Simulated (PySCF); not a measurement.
RuH₄, singlet: structure and spectrum

Level of theory: PBE0 in PySCF with Ru x2c-TZVPall, H x2c-TZVPall; spin-free X2C, no spin–orbit coupling; density-fitted integrals.

The structure is a minimum.

| Quantity | Value |
| --- | --- |
| Point group | C4v |
| Bond lengths | Ru–H 1.534 Å (×4) |
| Bond angles | H–Ru–H 67.2° (×4), H–Ru–H 103.0° (×2) |
| Entropy at 298.15 K and 1 bar | 233.4 J/(mol K) |
| Rotational symmetry number | 4 |
| Principal quadrupole moments (Buckingham, traceless) about the centre of mass | -0.90, -0.90, 1.81 D Å |
| Heat capacity Cp at 298.15 K | 49.6 J/(mol K) |
| Rotational constants | 2.903, 2.616, 2.616 cm⁻¹ |
| Zero-point energy | 76.9 kJ/mol |
| Highest occupied level | -6.16 eV |
| Enthalpy at 298.15 K above 0 K | 11.39 kJ/mol |
| Principal polarisabilities | 32.0, 41.1, 41.1 bohr³ |
| Lowest empty level | -1.55 eV |
| Dipole moment | 2.92 D |

Harmonic modes (masses in u: Ru 101.904, H 1.008):
```csv
symmetry,ω (cm⁻¹),"IR (km/mol, summed over degenerate members)"
e,547,95.3
b1,795,0.0
b2,889,0.0
a1,961,3.2
b1,2261,0.0
e,2279,158
a1,2299,2.6
```

In C4v the vibrations span 2e + 2b1 + b2 + 2a1. The b1, b2 modes carry no infrared intensity, as symmetry demands.

Charges (e):
```
    atom  Mulliken  Löwdin  polar tensor  Mayer order to Ru1
     Ru1     -0.31   -0.29          0.33                   –
H2,3,4,5      0.08    0.07         -0.08                0.93
```

Mulliken populations on Ru1: s 8.56, p 18.23, d 17.52, f 0.01.

Formally Ru is in oxidation state +4, d4, with 0 unpaired electrons (the high-spin count would be 4). The polar-tensor charge on Ru, 0.33, is far below the formal one.

Stability towards spin polarisation was not tested. This need not be the most stable arrangement of these atoms.

The final relaxation and frequency run took 32 s on 2 threads of a shared AMD EPYC 7R43 64-Core (Zen 3) host, with 87 basis functions and 8 gradients; the process peaked at 1.2 GiB. Launch command: `OMP_NUM_THREADS=2 python axn.py task.json out`.
